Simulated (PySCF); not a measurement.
**Two-photon absorption: `[O-]C=C=CC(F)(F)F`, [C4H2F3O]-, charge -1**

Geometry:
| atom | x (Å) | y (Å) | z (Å) |
| --- | --- | --- | --- |
| O1 | 2.875 | -0.667 | 1.226 |
| C2 | 2.157 | 0.048 | 0.514 |
| C3 | 0.772 | 0.181 | 0.438 |
| C4 | -0.217 | -0.287 | -0.318 |
| C5 | -1.634 | 0.134 | -0.173 |
| F6 | -2.460 | -0.907 | 0.124 |
| F7 | -1.852 | 1.061 | 0.762 |
| F8 | -2.146 | 0.636 | -1.332 |
| H9 | 2.644 | 0.854 | -0.132 |
| H10 | -0.116 | -1.040 | -1.126 |

Total charge -1.

Computed, not measured: TDDFT wB97X-D/aug-cc-pVDZ excited states, vertical, gas phase in PySCF 2.14.0. Geometry: PBE0-D3(BJ)/def2-SVP.

For a gas-phase anion, states above the detachment energy (about 2.9 eV, taken as minus the energy of the highest occupied orbital) lie in the continuum and depend on the basis.

Question: Give the one- and two-photon strengths of the lowest singlets.

Answer: δ for parallel linear polarisation; σ at the peak of a Lorentzian of half width 0.1 eV, single beam; Ω is circular over linear.
```
state  E (eV)      f  photon λ (nm)  δ (au)  σ (GM)     Ω                                  main
   S1    3.57  0.002            695     438    2.04  0.22    HOMO→LUMO+1 0.28, HOMO→LUMO+5 0.26
   S2    4.04  0.016            614    1360    8.10  0.29      HOMO→LUMO 0.56, HOMO→LUMO+5 0.17
   S3    4.21  0.050            589     459    2.98  1.43      HOMO→LUMO+1 0.64, HOMO→LUMO 0.15
   S4    4.71  0.007            526     110    0.90  1.47  HOMO−1→LUMO+1 0.34, HOMO−1→LUMO 0.25
   S5    4.89  0.050            507     150    1.31  0.99    HOMO→LUMO+2 0.39, HOMO→LUMO+4 0.21
```
